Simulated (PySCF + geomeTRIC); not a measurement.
Species: [Hf(OH)3(OCH3)] (charge 0, multiplicity 1).

### Question
Give a relaxed geometry from BP86-D3(BJ)/def2-SVP in PySCF + geomeTRIC.

### Answer
One answer among several that fit: the end point of this relaxation, one of several conformers.
Cartesian coordinates (Å) in one orientation:
```xyz
12

Hf    -0.328     0.142    -0.208
O     -0.986    -0.143    -2.015
H     -1.354    -0.255    -2.899
O      0.667     1.811    -0.122
H      1.125     2.658    -0.076
O      0.807    -1.340     0.333
H      1.381    -2.082     0.558
O     -1.839     0.241     1.007
C     -2.899     0.244     1.910
H     -3.015     1.243     2.393
H     -2.745    -0.506     2.721
H     -3.863     0.001     1.405
```
